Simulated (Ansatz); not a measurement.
`C=C(S)[SiH2]Cl` → `C[Si]1(Cl)CS1`  (isomerisation)

Program: Ansatz. Geometries: PBE0-D4/def2-TZVP. ΔE: electronic, gas phase. CCSD(T)/CBS adds triple-zeta CCSD(T) − MP2 to the extrapolated MP2 energy (def2 sets, frozen cores). DFT in def2-TZVPP. Each species was taken in one conformer, which may not be the lowest.

```csv
level,ΔE (kJ/mol)
PBE0-D4,-142.1
ωB97M-V,-133.6
B2PLYP,-123.1
PBE0,-142.6
SCS-MP2/def2-TZVPP,-123.7
CCSD/def2-TZVPP,-122.4
CCSD(T)/def2-TZVPP,-123.4
SCS-MP2/def2-QZVPP,-126.0
```

**Question.** What does CCSD(T)/CBS give? (Best estimate.)

**Answer.** Ansatz gave: -127.4 kJ/mol. The listed levels differ from it by -14.7, -6.2, 4.3, -15.2, 3.7, 5.0, 4.0, 1.4 kJ/mol.

Largest T1 diagnostic among the species: 0.011.

From PBE to PBE0 (25 % exact exchange), in def2-TZVPP and without D4, ΔE moves by −6.9 kJ/mol. In def2-TZVPP, CCSD(T) changes the Hartree–Fock value by −18.9 kJ/mol (the triples alone add −1.0 kJ/mol) and MP2 by −32.6 kJ/mol.
